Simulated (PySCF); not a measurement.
**Electronic structure of Tl²⁺ (thallium, charge +2) at the UHF level**

Configuration: [Xe] 4f14 5d10 6s1, 2S determinant. Computed with PySCF 2.14 in ANO-RCC-VTZP, with scalar relativity by spin-free X2C-1e.

- Total energy: -20241.902306 hartree
- One-electron energy: -27671.0923 hartree
- Hartree (Coulomb) energy: 7809.9006 hartree
- Exchange energy: -380.7106 hartree
- ⟨S²⟩: 0.7511
- ⟨L²⟩: 0.000
- Sum of ⟨r⟩: 41.47 bohr
- Sum of ⟨r²⟩: 44.10 bohr²
- Langevin diamagnetic susceptibility: -34.9 ×10⁻⁶ cm³/mol

```
shell  electrons  mean orbital energy (eV)  rms radius, mean of both spins (bohr)
 1s α          1                  -86005.2                                 0.0184
 1s β          1                  -86005.1                                 0.0184
 2s α          1                  -15483.4                                 0.0743
 2s β          1                  -15483.4                                 0.0743
 2p β          3                  -13382.7                                 0.0684
 2p α          3                  -13382.7                                 0.0684
 3s α          1                   -3780.6                                  0.189
 3s β          1                   -3780.5                                  0.189
 3p α          3                   -3163.5                                  0.192
 3p β          3                   -3163.5                                  0.192
 3d β          5                   -2491.5                                  0.176
 3d α          5                   -2491.5                                  0.176
 4s α          1                   -896.09                                  0.416
 4s β          1                   -895.92                                  0.416
 4p α          3                   -689.37                                  0.443
 4p β          3                   -689.32                                  0.443
 4d α          5                   -435.94                                  0.471
 4d β          5                   -435.92                                  0.471
 5s α          1                   -170.60                                  0.943
 5s β          1                   -170.23                                  0.943
 4f α          7                   -156.50                                  0.510
 4f β          7                   -156.48                                  0.510
 5p α          3                   -111.50                                   1.08
 5p β          3                   -111.40                                   1.08
 5d α          5                   -40.681                                   1.45
 5d β          5                   -40.281                                   1.45
 6s α          1                   -28.421                                   2.49
```

Spin-orbit coupling, which splits the p, d and f shells strongly at this Z, is absent.

Densities and radii are taken from the X2C orbitals without a picture-change correction, which distorts them close to the nucleus.
